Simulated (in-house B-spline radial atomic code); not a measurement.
Values are calculated unless marked as measured or tabulated.
Making a Troullier-Martins p channel for V, r_c = 0.85 bohr

V, [Ar] 3d3 4s2, non-relativistic PBE, spherical and spin-unpolarised, from an all-electron radial atomic-structure program (B-spline basis) (atomic units). The all-electron 3p level is ε = -1.613304 hartree, its outermost node lies just inside 0.36 bohr and its outer maximum at 0.85 bohr.

Inside r_c the pseudo-orbital is u(r) = r^2 exp(p(r)), with p = c0 + c2 r² + c4 r⁴ + … + c12 r¹². The seven coefficients follow from p and its first four derivatives at r_c, from zero curvature of the screened potential at the origin, c4 = −c2²/(2l + 5), and from the norm inside r_c. At r_c the all-electron orbital has P = 1.068175, P' = -0.01441583, the screened potential V = -5.514321, V' = 13.62468, V'' = -43.38497, and the norm inside is Q = 0.3702889.

Q: What are p, p' and p'' at r_c?

A: p = ln(P/r_c^2) = ln(1.068175/0.7225) = 0.39099. p' = P'/P − 2/r_c = -0.01350 − 2.35294 = -2.36644. The radial equation gives p'' = 2(V − ε) − 2(2) p'/r_c − p'² = -7.80203 − (-11.13617) − 5.60002 = -2.26588. Differentiating, p''' = 2V' + 2(2)p'/r_c² − 2(2)p''/r_c − 2p'p'' = 14.087, and p'''' = 2V'' − 4(2)p'/r_c³ + 4(2)p''/r_c² − 2(2)p'''/r_c − 2p''² − 2p'p''' = -90.921.

For a trial c2 the five matching conditions are linear in c0, c6, c8, c10 and c12, and c2 is varied until the norm inside r_c equals Q. The root nearest zero gives:

```json
{"n": "0", "c_n": "1.283709"}
{"n": "2", "c_n": "-1.021318"}
{"n": "4", "c_n": "-0.1490129"}
{"n": "6", "c_n": "-0.2028603"}
{"n": "8", "c_n": "-0.880949"}
{"n": "10", "c_n": "1.827058"}
{"n": "12", "c_n": "-0.8448532"}
```

Q: Check c4 and p(r_c), and find the screened pseudopotential at the origin.

A: −c2²/7 = -0.149013, as listed. The terms c_n r_c^n are 1.28371, -0.73790, -0.07779, -0.07651, -0.24005, 0.35970, -0.12017, which sum to 0.39099. Inverting the radial equation, V_l(r) = ε + 2 p'/r + (p'' + p'²)/2, so V_l(0) = ε + (2l + 3) c2 = -1.613304 + 5 × (-1.02132) = -6.7199 hartree, finite where the all-electron potential diverges.

Orbitals and screened potentials:

```
r (bohr)         P        u  V all-electron  V pseudo
   0.085   -0.3697  0.02589          -205.3     -6.72
   0.212   -0.4955   0.1549           -60.2    -6.731
    0.34  -0.03978   0.3699          -29.14    -6.811
   0.468     0.473   0.6256          -16.93    -7.048
   0.595    0.8317   0.8613          -11.04    -7.326
   0.722     1.018    1.019          -7.681    -7.011
    0.85     1.068    1.068          -5.514    -5.514
```

Logarithmic derivatives P'/P at R = 1.15 bohr, for energies E around ε:

```
E − ε (hartree)  all-electron     pseudo
           -0.5     -0.214156  -0.215013
          -0.25     -0.547103   -0.54737
           -0.1     -0.769778  -0.769834
              0     -0.929478  -0.929488
            0.1      -1.09935   -1.09941
           0.25      -1.37586   -1.37627
            0.5      -1.90729   -1.90934
```

Q: With P(R) = 0.9058554 and a norm of 0.675346 inside R, what slope in energy does norm conservation fix?

A: d(P'/P)/dE = −2 × (norm inside R)/P(R)² = -1.6460 per hartree·bohr at E = ε, for both atoms, since orbital and norm agree at R. Differences over ±0.1 hartree give -1.6479 (all-electron) and -1.6479 (pseudo), which also hold third-order terms. Half a hartree below ε the two curves differ by -0.0009.
